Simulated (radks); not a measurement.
Q: Species: Os LV. Configuration: [Ar] 3d4 (the NIST ground configuration). Method: Dirac Kohn-Sham, PBE, spin-unpolarised, spherical densities, finite nucleus; open shells fill j = l - 1/2 first; Fermi nuclear charge, rms radius 5.4126 fm; computed with a radial shooting solver on a logarithmic mesh with Libxc functionals. Some entries of the table are withheld. Estimate them.

orbital  occ.  eigenvalue (Ry)  r(max) (bohr)  <r> (bohr)
1s1/2       2        -5683.113        0.01103     0.01774
2s1/2       2              (1)        0.06344     0.07385
2p1/2       2        -1162.721        0.04698     0.06095
2p3/2       4        -1048.958        0.05396     0.06899
3s1/2       2        -449.6185         0.1739      0.1842
3p1/2       2              (2)         0.1619         (3)
3p3/2       4              (4)         0.1749         (5)
3d3/2       4        -383.0547         0.1349         (6)
3d5/2       0        -376.6881         0.1385         (7)

A: 
(1) 2s1/2 eigenvalue (Ry): -1200.696
(2) 3p1/2 eigenvalue (Ry): -434.2116
(3) 3p1/2 <r> (bohr): 0.1736
(4) 3p3/2 eigenvalue (Ry): -406.2244
(5) 3p3/2 <r> (bohr): 0.1864
(6) 3d3/2 <r> (bohr): 0.1607
(7) 3d5/2 <r> (bohr): 0.1646
